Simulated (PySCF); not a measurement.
Spinor energies of Ce²⁸⁺ (cerium, charge +28)

Start: [Ar] 3d10 4s2. Calculated with PySCF 2.14 in an even-tempered Gaussian basis (19 s from 1 bohr⁻², ratio 2.6; 15 p from 1.3 bohr⁻², ratio 2.6; 10 d from 1.3 bohr⁻², ratio 2.6; 6 f from 1.3 bohr⁻², ratio 2.8): generalised Hartree-Fock with the X2C-1e Hamiltonian and a Gaussian nucleus; spin-orbit coupling (SO) screened by Boettger's factors.

| spinor shell | electrons | ε, screened SO (eV) | weight of nominal j (screened SO) | rms radius, screened SO (bohr) |
| --- | --- | --- | --- | --- |
| 1s1/2 | 2 | -41609.1 | 1.000 | 0.0280 |
| 2s1/2 | 2 | -7561.4 | 1.000 | 0.114 |
| 2p1/2 | 2 | -7182.1 | 1.000 | 0.0977 |
| 2p3/2 | 4 | -6730.0 | 1.000 | 0.103 |
| 3s1/2 | 2 | -2359.2 | 1.000 | 0.292 |
| 3p1/2 | 2 | -2196.8 | 1.000 | 0.284 |
| 3p3/2 | 4 | -2102.5 | 1.000 | 0.295 |
| 3d3/2 | 4 | -1829.6 | 1.000 | 0.265 |
| 3d5/2 | 6 | -1809.4 | 1.000 | 0.268 |
| 4s1/2 | 2 | -1058.0 | 1.000 | 0.609 |

| quantity | screened SO |
| --- | --- |
| E (hartree) | -8463.81014 |
| M_J | 0 |
| ⟨J²⟩ | 0.000 |
| ⟨L²⟩ | 0.021 |
| ⟨S²⟩ | 0.021 |

Breit and QED terms are absent; they matter most for the inner s and p1/2 levels.

Densities and radii are taken from the X2C orbitals without a picture-change correction, which distorts them close to the nucleus.
